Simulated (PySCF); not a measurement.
# Nonlinear optical response: 2-(2-thienyl)pyridine, C$_{9}$H$_{7}$NS

Geometry:
```tsv
atom	x (Å)	y (Å)	z (Å)
C1	-3.157	0.171	-0.407
C2	-2.667	0.310	0.889
C3	-1.296	0.250	1.101
C4	-0.445	0.052	0.000
C5	1.010	-0.021	0.144
C6	1.927	-0.210	-0.865
C7	3.267	-0.234	-0.400
C8	3.353	-0.064	0.959
S9	1.806	0.127	1.675
N10	-0.921	-0.080	-1.244
C11	-2.232	-0.022	-1.435
H12	-4.226	0.211	-0.622
H13	-3.347	0.463	1.731
H14	-0.883	0.356	2.107
H15	1.609	-0.323	-1.901
H16	4.137	-0.372	-1.042
H17	4.247	-0.039	1.581
H18	-2.576	-0.135	-2.470
```

Computed, not measured: quadratic response CAM-B3LYP/aug-cc-pVDZ first hyperpolarisability, Taylor convention, gas phase (PySCF 2.14.0). Geometry: PBE0-D3(BJ)/def2-SVP.

(1) Give β for the processes computed.

(2) Which lowest excitations, dipole and polarisabilities go with it?

Results:

(1) In au, Taylor convention; the vector part is βᵢ = ⅓ Σⱼ (βᵢⱼⱼ + βⱼᵢⱼ + βⱼⱼᵢ); β∥ is 3/5 of the vector part along the dipole, the dipole points from − to +:
| process | λ (nm) | β vector norm | β∥ | β HRS | depolarisation ratio |
| --- | --- | --- | --- | --- | --- |
| static β(0;0,0) | ∞ | 618.2 | -224.8 | 262.7 | 4.60 |
| second harmonic β(−2ω;ω,ω) | 1907 | 699.2 | -251.6 | 295.9 | 4.69 |
| Pockels β(−ω;ω,0) | 1907 | 643.5 | -233.2 | – | – |
| second harmonic β(−2ω;ω,ω) | 1064 | 951.7 | -334.6 | 399.3 | 4.89 |
| Pockels β(−ω;ω,0) | 1064 | 705.5 | -253.7 | – | – |

(2) S1 4.39 eV (f = 0.449); S2 4.85 eV (f = 0.002); S3 4.94 eV (f = 0.018); dipole 1.24 D; isotropic α 135.8 au static, 136.6 au at 1907 nm, 138.4 au at 1064 nm, 139.1 au at 953.5 nm, 148.2 au at 532 nm.
